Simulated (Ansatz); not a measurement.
Correlation energies of C₃H₆OSi (`C[Si]1(O)C=C1`) by basis set

Z-matrix (Å, degrees):
```
C
Si 1 1.850
H 1 1.091 2 110.5
H 1 1.092 2 110.5 3 -120.5
H 1 1.092 2 110.5 3 120.5
O 2 1.645 1 105.2 3 -180.0
C 2 1.793 1 125.4 3 27.5
C 2 1.793 1 125.4 3 -27.5
H 6 0.959 2 116.2 1 -180.0
H 7 1.085 2 159.4 1 75.4
H 8 1.085 2 159.4 1 -75.5
```

Charge 0, multiplicity 1. Geometry: relaxed with PBE0-D4/def2-TZVP. It is one conformer, not always the lowest. Frozen core, restricted reference, Ansatz. CBS rows extrapolate triple and quadruple zeta; past MP2 they add the triple-zeta difference.

```csv
basis,HF (Eh),MP2 corr.
def2-SVP,-480.64303,-0.67824
def2-TZVPP,-480.98182,-0.84303
def2-QZVPP,-480.99988,-0.90281
```

Estimate the CCSD correlation energy and the (T) correction in each basis where they were run (hartree).


```json
{"basis": "def2-SVP", "CCSD corr.": "-0.72191", "(T)": "-0.02349"}
{"basis": "def2-TZVPP", "CCSD corr.": "-0.87719", "(T)": "-0.03819"}
{"basis": "CBS(def2)", "CCSD corr.": "-0.98126", "(T)": "as TZ"}
```
